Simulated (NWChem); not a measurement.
# BI$_{2}$Cl; SMILES ClB(I)I

Results from NWChem. All runs use the structure optimised with PBE0/def2-SVP. def2 effective core potentials on I; no spin-orbit coupling. Ions are spin-unrestricted doublets at the neutral geometry; other ion states weren't tried.

For level r2SCAN/def2-SVP:

```yaml
"−ε(HOMO) (eV)": 6.70
```

Q: What are these values for level PBE0/def2-SVP?

A: The −ε(HOMO) (eV) comes out as 7.52.
